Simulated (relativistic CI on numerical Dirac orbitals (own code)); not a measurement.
# Radial parameters of Tl⁴⁷⁺

These numbers are calculated, not measured: Dirac-Coulomb-Breit CI, orbitals from a KLI potential per configuration, model QED (radiative potential, 1s self-energy scaled to tabulated hydrogen-like ionisation energies), unscaled Slater integrals (own radial code, finite nucleus).

Slater integrals F^k, G^k are unscaled and averaged over j, outside the closed core [Ar] 3d10; ζ comes from projecting the Hamiltonian with its Breit term on Σ l·s of the shell.

- 4s2 4p4: F^2(4p,4p) = 281540, ζ(4p) = 827810 cm⁻¹; <r>(4p) = 0.36, <r^2>(4p) = 0.1469 (bohr units).
- 4s 4p5: G^1(4s,4p) = 368450, ζ(4p) = 827360 cm⁻¹; <r>(4s) = 0.35, <r^2>(4s) = 0.138, <r>(4p) = 0.3601, <r^2>(4p) = 0.147 (bohr units).
- 4s2 4p3 4d: F^2(4p,4p) = 281480, ζ(4p) = 828720, F^2(4p,4d) = 278170, G^1(4p,4d) = 341920, G^3(4p,4d) = 219980, ζ(4d) = 104110 cm⁻¹; <r>(4p) = 0.36, <r^2>(4p) = 0.147, <r>(4d) = 0.3572, <r^2>(4d) = 0.146 (bohr units).

Averages of the first 10 configurations, taken without configuration mixing, which lowers the lowest level and can move excited configurations by several eV; other configurations of the list can lie among them:

| Configuration | Parity | States | Average energy above the lowest level (eV) |
| --- | --- | --- | --- |
| 4s2 4p4 | even | 15 | 106.6 |
| 4s 4p5 | odd | 12 | 338.5 |
| 4s2 4p3 4d | odd | 200 | 362.0 |
| 4p6 | even | 1 | 583.0 |
| 4s 4p4 4d | even | 300 | 588.4 |
| 4s2 4p3 4f | even | 280 | 589.2 |
| 4s 4p4 4f | odd | 420 | 815.9 |
| 4p5 4d | odd | 60 | 827.4 |
| 4s 4p3 4d2 | odd | 1800 | 841.9 |
| 4s2 4p2 4d 4f | odd | 2100 | 845.4 |
